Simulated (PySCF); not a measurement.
Worked example: oscillator strength and radiative lifetime

Ge(NH2)(SH) (GeH₃NS), SMILES [Ge]([SH])[NH2] (connectivity only; charge and spin as stated), neutral, multiplicity 1.

Geometry: ωB97X-D3(BJ)/def2-TZVP. Other conformers were not sampled.

PySCF with TDDFT-PBE0/def2-SVPD puts the first singlet state with f over 0.02 at 4.36 eV (vertical), with the transition dipole (0.000, 0.000, -0.526) in atomic units.

Find the oscillator strength, the wavelength and the radiative lifetime that this transition would have in vacuum if emission retraced absorption.


|μ|² = 0.2767 au, so |μ| = 1.34 D. ΔE = 4.36/27.211 = 0.1602 hartree. f = (2/3) ΔE |μ|² = 0.030 (the program prints 0.030).
λ = 1239.84/4.36 = 284 nm; ν = 35166 cm⁻¹.
Einstein's coefficient A = 0.6670 ν² f s⁻¹ (ν in cm⁻¹) = 2.4e7 s⁻¹, so τ = 1/A = 41 ns. This state is S1. The figure is the radiative limit of this one transition; relaxation, internal conversion, crossing to triplets and a medium change what is measured.
